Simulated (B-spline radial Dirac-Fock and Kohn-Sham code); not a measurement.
Satellites and hypersatellites of the K lines of Mn⁷⁺

System: Mn⁷⁺, configuration [Ne] 3s2 3p6.

Model: Dirac-Fock energy differences between relaxed states, corrected for Breit and QED terms. Program: a B-spline atomic structure program. Each two-hole energy is an average over J within one jj subconfiguration, not an observable level; in light atoms, where LS coupling holds, the j-resolved values are not observed lines, and for a K spectator the Kα1 hypersatellite is nearly forbidden. No correlation.

Lines without a spectator: Kα2 (K-L2) 5883.1 eV, Kα1 (K-L3) 5893.3 eV, Kβ3 (K-M2) 6509.9 eV, Kβ1 (K-M3) 6511.4 eV. Shifts in eV with one spectator hole (a dash: not computed, or left out as unreliable):

```csv
spectator hole,Kα2,Kα1,Kβ3,Kβ1
L2 (2p1/2),+23.98,+29.40,–,+72.5
L3 (2p3/2),+27.57,+26.36,+70.5,–
M2 (3p1/2),–,+2.80,+9.69,+11.38
M3 (3p3/2),+2.59,–,+11.01,+10.57
```

Problem. Where does the K-L3 hypersatellite lie, emitted when both K electrons are missing?

Solution. +263.2 eV from the normal line, at 6156.4 eV. Removing both K electrons costs 13780.5 eV, which is 369.3 eV more than twice the K binding energy. In light atoms the observed hypersatellite is the ¹S₀ → ¹P₁ component, which lies below this average, and the triplet component is nearly forbidden.

With n spectator holes in 2p, averaged over the 2p shell (energies in eV):

| n | KαLⁿ | step | hypersatellite KαʰLⁿ |
| --- | --- | --- | --- |
| 0 | 5889.8 | – | 6152.4 |
| 1 | 5917.2 | +27.3 | 6181.1 |
| 2 | 5945.9 | +28.7 | 6211.3 |
| 3 | 5976.1 | +30.1 | 6242.8 |
| 4 | 6007.6 | +31.5 | 6275.6 |
| 5 | 6040.5 | +32.9 | 6309.8 |
